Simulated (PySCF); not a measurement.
A structure optimised at B3LYP-D3(BJ)/def2-SVP, used in a PySCF frequency run:

```
Ga
Cl 1 2.1409
Br 1 2.2786 2 119.54
Br 1 2.2786 2 119.54 3 180.00
```

Write its SMILES, formula and point group.

[Cl][Ga]([Br])[Br], Br₂ClGa, C2v

What are its rotational constants (standard atomic weights)?

1.5617, 0.80464, 0.53103 GHz
